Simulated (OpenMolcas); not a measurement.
neutral carbon: CASPT2 settings compared

- Program: OpenMolcas 26.06
- Basis: ANO-RCC-VDZ [3s2p]
- Scalar Hamiltonian: DKH3, point nucleus
- Active space: 4 electrons in 4 orbitals (2s 2p)
- State averaging: 2S+1 = 3 even, 3 roots; 2S+1 = 1 even, 6 roots kept (CI in the orbitals of an earlier block); 2S+1 = 5 odd, 1 root; 2S+1 = 3 odd, 5 roots kept (CI in the orbitals of an earlier block)
- Spin-orbit coupling: state interaction with AMFI integrals over the reference wave functions, term energies averaged over their components

Methods on the same reference wave functions:
A. CASSCF
B. SS-CASPT2, IPEA 0.3 Eh, sigma1 regulariser 0.2 Eh (closed shells correlated: 1s)
C. SS-CASPT2, IPEA 0.6 Eh, sigma2 regulariser 0.1 Eh (closed shells correlated: 1s)
D. XMS-CASPT2, IPEA 0.5 Eh, sigma1 regulariser 0.5 Eh (closed shells correlated: 1s)

Energies in cm-1 above 2s2 2p2 3P0, the measured ground level; measured values from NIST Handbook of Basic Atomic Spectroscopic Data.

```json
{"Level": "2s2 2p2 3P0", "A": "0.0", "B": "0.0", "C": "0.0", "D": "0.0", "Measured": "0.0"}
{"Level": "2s2 2p2 3P1", "A": "14.9", "B": "14.9", "C": "14.9", "D": "14.9", "Measured": "16.4"}
{"Level": "2s2 2p2 3P2", "A": "44.6", "B": "44.6", "C": "44.6", "D": "44.6", "Measured": "43.4"}
{"Level": "2s2 2p2 1D2", "A": "13058", "B": "12580", "C": "12520", "D": "12550", "Measured": "10193"}
{"Level": "2s2 2p2 1S0", "A": "21953", "B": "19620", "C": "19850", "D": "19990", "Measured": "21648"}
{"Level": "2s 2p3 5S* 2", "A": "23555", "B": "24480", "C": "24550", "D": "24730", "Measured": "33735"}
```

Deviations, from unrounded energies. A percentage is the sum of absolute deviations over the sum of measured energies, with the sign that they share, or ± where signs differ.

| Against measurement | Levels | A | B | C | D |
| --- | --- | --- | --- | --- | --- |
| mean absolute deviation (cm-1) | 5 | 2700 | 2700 | 2700 | 2600 |
| fine structure of the ground term (%) | 2 | ±4.4 | ±4.4 | ±4.4 | ±4.4 |
| other terms of the ground configuration (%) | 2 | +10.0 | ±13.9 | ±12.9 | ±12.6 |
| other configurations (%) | 1 | -30.2 | -27.4 | -27.2 | -26.7 |

A, B, C, D lie about equally close to measurement. The largest miss of D in the table is 2s 2p3 5S* 2, by -9000 cm-1. The ranking rests on the paired levels alone, and a cruder setting can come out closer through cancelling errors.

Among B to D the level of the table that moves most is 2s2 2p2 1S0, by 380 cm-1 (lowest in B, highest in D). Moves below CASPT2's spread within the term are not significant.

The mean deviations of B to D differ by less than CASPT2's widest spread within a term (300 cm-1), so their order carries little weight.

From A to B the spin-free energies of the other terms of 2s2 2p2 shown, above 3P, scale by factors of 0.89 to 0.96.

The lowest spin-free term lies below A's lowest term by 0.018 hartree in B, 0.016 hartree in C, 0.017 hartree in D.

CASPT2 breaks the degeneracy within a term, and the mean is taken; among the terms shown or strongly mixed into the levels shown the widest spread is 300 cm-1 (2s2 2p2 1D, D). Terms from blocks run as CI alone lack orbitals of their own. Without dynamic correlation excited terms often stand tens of per cent too high (terms of higher spin than the ground term too low), and those without a measured partner can miss by more than the paired ones (holds for A). Some terms miss by over 15 % even with CASPT2, which points to a basis or an active space too small for the shells correlated (holds for B; C; D). Measured partners are found by configuration, term and J. A level has none where our copy of the source lacks it or the pairing is in doubt (some pairs that miss far off the trend of their configuration count as doubtful), and it then counts in no deviation. Levels of configurations outside the active space are missing. The table leaves out levels that lie high or whose names do not pair safely across all columns.

* marks odd parity.
